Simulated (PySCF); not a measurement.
C₆ coefficients of unlike pairs at PBE0

Calculated with PySCF 2.14 from the dipole response of each species, C₆(A,B) = (3/π) ∫ α_A(iu) α_B(iu) du, in atomic units, from isotropic polarisabilities. For ions this is the dispersion term alone; charge-induced terms of lower order in 1/R come first.

| species | configuration | basis | relativity | α (bohr³) | C₆ (like pair) |
| --- | --- | --- | --- | --- | --- |
| Cd+ | [Kr] 4d10 5s1 (2S) | aug-cc-pVDZ-PP with ECP28MDF (5s5p4d2f) | core potential | 25.47 | 151.1 |
| S+ | [Ne] 3s2 3p3 (4S) | aug-cc-pwCVTZ (8s7p5d3f) | none | 10.90 | 53.63 |
| Sb(2+) | [Kr] 4d10 5s2 5p1 (2P) | aug-cc-pwCVTZ-DK3 (10s9p7d4f1g) | spin-free X2C | 15.84 | 100.1 |
| Mo | [Kr] 4d5 5s1 (7S) | aug-cc-pwCVDZ-PP with ECP28MDF (6s6p5d3f) | core potential | 75.84 | 769.4 |

**Question.** Estimate C₆ for Sb(2+) with Cd+.

**Answer.** The integral gives 120.9. The combination rule 2 C_A C_B / (C_A α_B/α_A + C_B α_A/α_B) gives 118.7 and the geometric mean 123.0.

No spin-orbit coupling is included.

The other pairs:

```csv
pair,C₆
"Mo, Sb(2+)",253.7
"Sb(2+), S+",72.97
"Mo, S+",182.8
"S+, Cd+",87.38
"Mo, Cd+",330.8
```
